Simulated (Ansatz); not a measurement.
Basis sets compared for Au₄F₃. Total charge 0; doublet. Geometry PBE-D4/def2-SVP. Ansatz on 4 threads of Intel Xeon 6975P-C on a shared host; times are rough, and most runs start from earlier orbitals.

```xyz
7

Au   -2.2662    1.9001   -0.3891
Au    1.2412   -1.6464    0.2003
Au    0.5210    0.8758    0.1265
Au   -1.7265   -0.6520   -0.3638
F    -0.1582    2.8401    0.0449
F    -0.5451   -2.5357   -0.1919
F     2.9339   -0.7820    0.5730
```

In the def2 sets Au takes a core potential; there is no spin–orbit coupling. No other spin state of charge 0 was run. Another isomer (doublet) lies 0.14 eV lower at PBE0-D4/def2-TZVP; other spin states weren't run for this one.

Binding counts from free atoms (Au doublet, F doublet) in the same basis, without a counterpoise term.

```tsv
level	functions	energy (Eh)	HOMO (eV)	LUMO (eV)	binding per atom (eV)	wall time
PBE-D4/def2-SVP	170	-842.1634	-6.45	-6.02	2.27	2.7 s
PBE0-D4/def2-SVP	170	-841.9431	-7.39	-5.32	1.98	4.4 s
```

Task: Estimate the rows for PBE-D4/def2-TZVP (with forces), PBE0-D4/def2-TZVP.

Result: 
```json
{"level": "PBE-D4/def2-TZVP (with forces)", "functions": "253", "energy (Eh)": "-842.5683", "HOMO (eV)": "-6.51", "LUMO (eV)": "-6.10", "binding per atom (eV)": "2.24", "wall time": "4.4 s"}
{"level": "PBE0-D4/def2-TZVP", "functions": "253", "energy (Eh)": "-842.3467", "HOMO (eV)": "-7.42", "LUMO (eV)": "-5.36", "binding per atom (eV)": "1.98", "wall time": "11 s"}
```
